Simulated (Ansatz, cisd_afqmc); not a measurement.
Species: HSe, charge 0, doublet. HSe (SMILES [SeH], doublet).
B3LYP-D3(BJ)/def2-TZVP minimum from Ansatz (a quantum-chemistry and plane-wave program):
```xyz
2

Se     0.0000     0.0000    -0.0421
H      0.0000     0.0000     1.4328
```
Charge 0, spin multiplicity 2.

Total energies in aug-cc-pVDZ, 7 correlated electrons, 14 frozen orbitals. UHF or UKS for unpaired electrons; spin-orbit terms are left out. Cores are frozen in correlated methods (noble-gas shells, and filled d and f shells in the p block). No relativity. AFQMC/CISD: phaseless, guided by CISD from CCSD amplitudes; bars are statistical, one sigma. Outlying blocks are dropped, and bars are widened where a walk drifts. Over all cases where full CI ran beside it in this data, AFQMC minus full CI had a median of +0.1 mEh and passed +0.4 mEh in a tenth of the cases.

| method | program | energy (Eh) | minus CCSDTQ (mEh) |
|---|---|---|---|
| HF | Ansatz | -2400.38128 | 128.19 |
| MP2 | Ansatz | -2400.48575 | 23.72 |
| CCSD | Ansatz | -2400.50588 | 3.59 |
| CCSD(T) | Ansatz | -2400.50879 | 0.68 |
| CCSDT(Q) | Ansatz | -2400.50945 | 0.02 |
| CCSDTQ | Ansatz | -2400.50947 | 0.00 |
| AFQMC/CISD | cisd_afqmc | -2400.5092 ± 0.0001 | 0.3 ± 0.1 |

Rough core times of Ansatz's runs on a shared machine: CCSD(T) under 20 s, CCSDT(Q) under 20 s, CCSDTQ 4 min.
